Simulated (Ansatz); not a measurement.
One change: `[CH3][Sn]([CH3])([CH3])[Br]` becomes `C=C[Se][Sn]([CH3])([CH3])[CH3]`.

Ansatz, PBE0-D4/def2-TZVP geometries, multiplicity 1. Each molecule was computed in one conformer, which needn't be the lowest.

Elements past krypton have def2 core potentials. Scalar relativity is left out up to krypton.

| property | `[CH3][Sn]([CH3])([CH3])[Br]` |
| --- | --- |
| HOMO–LUMO gap (PBE/def2-TZVPP) / eV | 5.42 |
| HOMO–LUMO gap (ωB97M-V/def2-TZVPP) / eV | 11.52 |
| HOMO energy (PBE/def2-TZVPP) / eV | -6.38 |
| HOMO–LUMO gap (PBE0/def2-TZVPP) / eV | 7.57 |
| HOMO energy (PBE0/def2-TZVPP) / eV | -7.61 |
| size of the dipole moment (PBE/def2-TZVPP) / D | 3.26 |

(1) Give the same properties after the change, and the shifts. (Estimate.)

Answers

(1) Ansatz gave: 
| property | `C=C[Se][Sn]([CH3])([CH3])[CH3]` | shift |
| --- | --- | --- |
| HOMO–LUMO gap (PBE/def2-TZVPP) / eV | 3.96 | -1.46 |
| HOMO–LUMO gap (ωB97M-V/def2-TZVPP) / eV | 10.01 | -1.51 |
| HOMO energy (PBE/def2-TZVPP) / eV | -5.09 | 1.29 |
| HOMO–LUMO gap (PBE0/def2-TZVPP) / eV | 5.98 | -1.59 |
| HOMO energy (PBE0/def2-TZVPP) / eV | -6.15 | 1.46 |
| size of the dipole moment (PBE/def2-TZVPP) / D | 2.20 | -1.06 |

With PBE0 the HOMO rises by 1.46 eV and the LUMO falls by 0.13 eV, so the gap narrows by about 1.59 eV. PBE moves the HOMO by 1.29 eV and ωB97M-V by 1.54 eV. Dipoles are sizes alone; their direction can turn.

Spin–orbit coupling is left out; it splits and shifts lone-pair levels of the heavy atoms by tenths of an eV.
